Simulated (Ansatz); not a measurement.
Frontier orbitals of `C[N](C)[Y]([Cl])[Cl]`.

Charge 0, multiplicity 1. Correlated methods include outer-core shells of Y, which these sets cover unevenly. Y takes the def2 core potential. Geometry: relaxed with PBE0-D4/def2-TZVP. It is one conformer, not always the lowest. Basis def2-TZVPP, Ansatz.

Orbital energies of one run (eV). Highest occupied ones, from the top: -6.66, -8.50, -8.67, -8.82, -8.96, -9.24, -9.31, -9.76, -10.59, -11.15, -12.74, -12.90, -13.13, -17.07. Empty: -2.16, -0.83, -0.38, -0.09, 0.02, 0.17.

Question: Which functional gave them?
A. revPBE
B. PBE0
C. ωB97M-V
D. r2SCAN

Answer: B. HOMO energies: PBE0 -6.66, r2SCAN -5.66, ωB97M-V -8.89, revPBE -5.41 eV.
